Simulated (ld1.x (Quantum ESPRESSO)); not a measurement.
## What the settings do to the PAW potential of silver

Base potential:

silver (Ag), PAW, made with ld1.x (Quantum ESPRESSO) 7.5 (PBE, scalar-relativistic). Core [Ar] 3d10 4s2, reference 4p6 4d10 5s1 5p0. Waves: 5s (bound): rcut 2.20, rcutus 2.55 bohr; 5s channel at 1.2 Ry: rcut 2.20, rcutus 2.55 bohr; 4p (bound): rcut 1.35, rcutus 1.55 bohr; 5p (bound, empty): rcut 1.35, rcutus 1.55 bohr; 4d (bound): rcut 1.25, rcutus 1.55 bohr; 4d channel at -0.15 Ry: rcut 1.25, rcutus 1.55 bohr. Local part: all-electron potential smoothed inside 1.70 bohr (lloc = -1). Core correction: Bessel-smoothed model core inside 1.15 bohr. Augmentation charge: BESSEL, radius 1.35 bohr.

Cutoffs, loose and tight: the cutoffs (Ry, on a coarse ladder) from which the occupation-weighted sum of valence levels, in a spherical-Bessel basis at the reference potential, stays within 10 and 1 mRy of its value at 400 Ry. They do not see the model core or the augmentation charge, which bear on the density cutoff. Test errors are all-electron minus pseudo excitation energies from the reference, over the configurations 4p6 4d10 5s0 5p0; 4p6 4d9 5s0 5p0; 4p6 4d8 5s0 5p0; 4p6 4d9 5s1 5p1; 4p6 4d7 5s0 5p0; 4p6 4d10 5s0 5p1; 4p6 4d10 5s0.5 5p0. A dash means not determined; rows that change the core or the reference have their own tests.

A true bound ghost makes a file unfit for plane-wave use even where its test errors are small: the radial tests pick states by their node count and pass the ghost by.

Cutoffs are not given where the Bessel-basis levels miss the radial ones by over 6 mRy, ghosts where they miss by over 20 mRy; a channel whose overlap is not positive is not tested.

| change | outcome | cutoff, loose | cutoff, tight | bound ghosts | largest test error (meV) |
| --- | --- | --- | --- | --- | --- |
| base | generated | 55 Ry | 90 Ry | s | -141 |
| wave 5s channel at 1.2 Ry: rcut 2.20, rcutus 2.55 bohr becomes 5s channel at 4.69 Ry: rcut 2.20, rcutus 2.55 bohr | generated | 55 Ry | 90 Ry | s | -141 |
| core correction Bessel-smoothed model core inside 1.16 bohr | generated | 55 Ry | 90 Ry | s | -141 |
| augmentation BESSEL, radius 1.10 bohr | generated | 55 Ry | 90 Ry | s | -139 |
| waves 5s (bound): rcut 1.76, rcutus 1.86 bohr; 5s channel at 1.2 Ry: rcut 1.76, rcutus 1.86 bohr | failed: run_pseudo: Errors in PS-KS equation | – | – | – | – |
| local potential all-electron potential smoothed inside 1.75 bohr (lloc = -1) | generated | 55 Ry | 90 Ry | s | -142 |
| waves 4p (bound): rcut 1.14, rcutus 1.20 bohr; 5p (bound): rcut 1.14, rcutus 1.20 bohr | failed: new_paw_hamiltonian: negative rho | – | – | – | – |
| all radii but the core radius scaled by about 0.88 (s 2.24, p 1.36, d 1.36 bohr, rcut 1.94/1.20/1.10); local potential all-electron potential smoothed inside 1.50 bohr (lloc = -1); augmentation BESSEL, radius 1.20 bohr | failed: new_paw_hamiltonian: negative rho | – | – | – | – |
| functional PW91 | generated | 55 Ry | 90 Ry | s | -141 |

**Question.** What comes out with this change to the base: type TM; waves now 5s (bound): rc 2.55 bohr; 4p (bound): rc 1.55 bohr; 4d (bound): rc 1.55 bohr; local potential the d channel?

**Answer.** outcome: generated; cutoff, loose: 70 Ry; cutoff, tight: 110 Ry; bound ghosts: s; largest test error (meV): +34.

**Question.** What comes out with this change to the base: fully relativistic?

**Answer.** outcome: generated; bound ghosts: not determined; largest test error (meV): -134.
